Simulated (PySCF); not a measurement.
Compound: C8H17N.
SMILES with atom numbers: `[CH3:1][C:2]([CH3:3])([CH3:4])[C@@H:5]1[CH2:6][CH2:7][C@@H:8]1[NH2:9]` (hydrogens: H10, H11, H12 on C1; H13, H14, H15 on C3; H16, H17, H18 on C4; H19 on C5; H20, H21 on C6; H22, H23 on C7; H24 on C8; H25, H26 on N9)

Method: PBE0-D3(BJ)/def2-SVP geometry optimisation, gas phase (PySCF 2.14.0); density fitting, grid level 1; the optimiser is geomeTRIC in internal coordinates, started from a GFN2-xTB structure with every atom displaced at random (about 0.01 Å).

Step 0: E = -10044.3019 eV
```
atom  x, y, z in Å  |  force x, y, z in eV/Å
C1     -2.0672   -0.6037   -0.8833   -1.148   1.432   0.789
C2     -1.0734   -0.0925    0.1472    0.400   0.211   0.014
C3     -1.6508    1.1213    0.8895    0.735  -0.742   0.380
C4     -0.7861   -1.2066    1.1518   -1.994   0.775   0.320
C5      0.1789    0.3587   -0.6286    0.352   0.051   0.937
C6      1.0547   -0.6407   -1.3810    0.086   0.164  -0.303
C7      2.3081    0.1727   -0.9957   -0.290   0.242  -0.516
C8      1.4734    0.9263    0.0674   -0.397  -0.616   0.657
N9      1.6790    0.5258    1.4646   -0.355   0.805  -0.790
H10    -2.3113    0.1977   -1.6022    0.063  -0.109  -0.090
H11    -3.0260   -0.8652   -0.3871    0.259  -0.121  -0.157
H12    -1.6974   -1.4440   -1.4130    0.472  -1.236  -0.761
H13    -2.5557    0.8576    1.4400   -0.293  -0.108   0.157
H14    -0.9053    1.5000    1.6063   -0.048  -0.003   0.013
H15    -1.8896    1.9106    0.2022   -0.263   0.755  -0.648
H16    -1.7722   -1.5502    1.5536    0.482   0.022  -0.131
H17    -0.2265   -0.8347    1.9893    0.591   0.183   0.589
H18    -0.3224   -2.0500    0.7055    0.749  -1.149  -0.566
H19    -0.1532    1.1250   -1.3208   -0.180   0.451  -0.437
H20     1.0369   -1.6283   -0.9192    0.063  -0.361   0.088
H21     0.8400   -0.7471   -2.4517    0.039  -0.141  -0.101
H22     3.1547   -0.4110   -0.6197    0.241   0.029   0.083
H23     2.6471    0.8374   -1.8180    0.001  -0.237   0.238
H24     1.5270    2.0141    0.0358    0.110   0.389  -0.042
H25     2.5306    0.9593    1.8072    0.153  -0.025   0.061
H26     1.8179   -0.4682    1.4911    0.171  -0.660   0.218
```

Step 1: E = -10044.4560 eV
```
atom  x, y, z in Å  |  force x, y, z in eV/Å
C1     -2.0824   -0.5748   -0.8941    0.226  -0.300  -0.203
C2     -1.0841   -0.0867    0.1581   -0.012   0.023   0.002
C3     -1.6446    1.1388    0.8786   -0.094   0.147  -0.110
C4     -0.8653   -1.2038    1.1800    0.200  -0.245  -0.023
C5      0.1905    0.3370   -0.5828    0.035   0.052  -0.035
C6      1.0843   -0.6699   -1.3314   -0.065   0.007  -0.122
C7      2.2845    0.2512   -1.0445   -0.033  -0.073   0.088
C8      1.4640    0.9193    0.0982    0.100   0.245  -0.197
N9      1.7442    0.4808    1.4432    0.134  -0.174   0.182
H10    -2.3007    0.2077   -1.6363   -0.015   0.037  -0.026
H11    -3.0293   -0.8785   -0.4282   -0.111  -0.011   0.049
H12    -1.6817   -1.4561   -1.4407   -0.130   0.249   0.142
H13    -2.6073    0.9097    1.3652    0.033  -0.002   0.007
H14    -0.9407    1.4893    1.6466    0.028   0.011   0.038
H15    -1.8185    1.9679    0.1670    0.004  -0.089   0.094
H16    -1.8315   -1.5512    1.5731   -0.094  -0.002   0.013
H17    -0.2717   -0.8531    2.0358    0.045  -0.009  -0.051
H18    -0.3681   -2.0917    0.7363   -0.097   0.237   0.080
H19    -0.1221    1.1028   -1.3193    0.016  -0.068   0.078
H20     1.1531   -1.6341   -0.8053    0.066  -0.019   0.033
H21     0.8425   -0.8796   -2.3857    0.001   0.000   0.048
H22     3.2280   -0.2261   -0.7338    0.011   0.029  -0.036
H23     2.4870    0.9376   -1.8819    0.016  -0.010   0.042
H24     1.5029    2.0241    0.1084   -0.040  -0.097  -0.014
H25     2.6563    0.8406    1.7364   -0.202  -0.043  -0.058
H26     1.8219   -0.5370    1.4883   -0.022   0.105  -0.021
```

Task: Estimate the geometry and energy of step 2. (The exact step hangs on the optimiser's Hessian estimate; all steps are aligned on step 1, rigid shifts and turns removed.)

Result: E = -10044.4632 eV, largest force 0.104 eV/Å
```
atom  x, y, z in Å  |  force x, y, z in eV/Å
C1     -2.0918   -0.5758   -0.8889    0.044  -0.057  -0.027
C2     -1.0802   -0.0846    0.1518   -0.021   0.026   0.025
C3     -1.6343    1.1437    0.8783   -0.001   0.026  -0.022
C4     -0.8420   -1.2002    1.1726   -0.025  -0.094   0.038
C5      0.1912    0.3356   -0.5969   -0.009   0.023  -0.039
C6      1.0915   -0.6728   -1.3379   -0.016  -0.011  -0.002
C7      2.2895    0.2477   -1.0374   -0.024  -0.028   0.060
C8      1.4560    0.9207    0.0912    0.026   0.045  -0.058
N9      1.7015    0.4728    1.4433    0.060  -0.031   0.026
H10    -2.3185    0.2077   -1.6297   -0.006   0.008   0.007
H11    -3.0376   -0.8749   -0.4092    0.000   0.020   0.000
H12    -1.7056   -1.4523   -1.4367   -0.016   0.036   0.025
H13    -2.5870    0.9112    1.3808    0.007  -0.011   0.010
H14    -0.9194    1.4963    1.6374   -0.001  -0.011   0.000
H15    -1.8224    1.9705    0.1732   -0.006  -0.015   0.003
H16    -1.8039   -1.5474    1.5840    0.006   0.013  -0.007
H17    -0.2263   -0.8481    2.0114   -0.030  -0.006  -0.028
H18    -0.3532   -2.0783    0.7178   -0.025   0.030   0.001
H19    -0.1209    1.0976   -1.3330   -0.016  -0.019  -0.009
H20     1.1672   -1.6348   -0.8067    0.011   0.004   0.003
H21     0.8574   -0.8873   -2.3916    0.006   0.002   0.004
H22     3.2303   -0.2280   -0.7175    0.011   0.010  -0.018
H23     2.5046    0.9347   -1.8697    0.012   0.011   0.000
H24     1.4896    2.0228    0.1011    0.004  -0.016   0.014
H25     2.6006    0.8304    1.7615   -0.005   0.017   0.009
H26     1.7751   -0.5432    1.4822    0.012   0.027  -0.018
```

The energy changes by -0.0072 eV. The first-order estimate −F·Δx gives -0.0196 eV and the mean of the old and new forces, exact on a quadratic surface, -0.0085 eV. The step makes an angle of 81° with the force vector and moves no atom by more than 0.062 Å.

The cost below is that of the whole optimisation. On AMD EPYC 7R43, one thread, on a shared host, this took 3.5 min and 0.91 GiB of memory at its peak.
